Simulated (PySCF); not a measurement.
C2H3F3Se.
SMILES with atom numbers: `[F:1][C:2]([F:3])([F:4])[CH2:5][SeH:6]` (hydrogens: H7, H8 on C5; H9 on Se6)

A GFN2-xTB structure was refined with PySCF, PBE0-D3(BJ)/def2-SVP geometry optimisation, gas phase. Its GFN2-xTB values:

| coordinate | GFN2-xTB |
| --- | --- |
| F1–C2 | 1.343 Å |
| C2–C5 | 1.508 Å |
| C5–Se6 | 1.966 Å |
| C5–H7 | 1.091 Å |
| Se6–H9 | 1.447 Å |
| F1–C2–F3 | 106.8° |
| F1–C2–C5 | 111.7° |
| C2–C5–Se6 | 110.2° |
| F4–C2–C5 | 111.8° |
| F1–C2–C5–Se6 | 58° |

How do these coordinates change at the PBE0-D3(BJ)/def2-SVP level?

```csv
coordinate,PBE0-D3(BJ)/def2-SVP (Å or °),change
Se6–H9,1.471,+0.024
C5–Se6,1.946,-0.020
C5–H7,1.098,+0.007
F1–C2,1.336,-0.007
C2–C5,1.509,+0.001
C2–C5–Se6,114.7,+4.5
F4–C2–C5,109.8,-2.0
F1–C2–F3,107.8,+1.0
F1–C2–C5,111.6,-0.1
F1–C2–C5–Se6,60,+2
```

The energy falls by 1.0 kcal/mol over 6 energy and gradient evaluations, the largest force component goes from 0.0151 to 2.3e-04 Eh/bohr, and the atoms move by 0.066 Å rms after alignment. The bond that changes most is Se6–H9 (ends: selenium bonded to C and H; hydrogen on selenium), which lengthens by 0.024 Å. Bonds longer at the end by more than 0.005 Å: 3 of 8; shorter: 3. Rotational constants go from 5286, 1138, 1133 to 5262, 1108, 1103 MHz.

The run used 117 basis functions and 38 SCF cycles in all. Time: 32 s wall. Hardware: Arm Neoverse V2, one thread, no GPU (shared host).

No frequency check. The numbers are those of one conformer.

Shape of the structure used: `[F:1][C:2]([F:3])([F:4])[CH2:5][SeH:6]`: F1–C2–C5–Se6 60°, H–Se6–C5–C2 -68°.
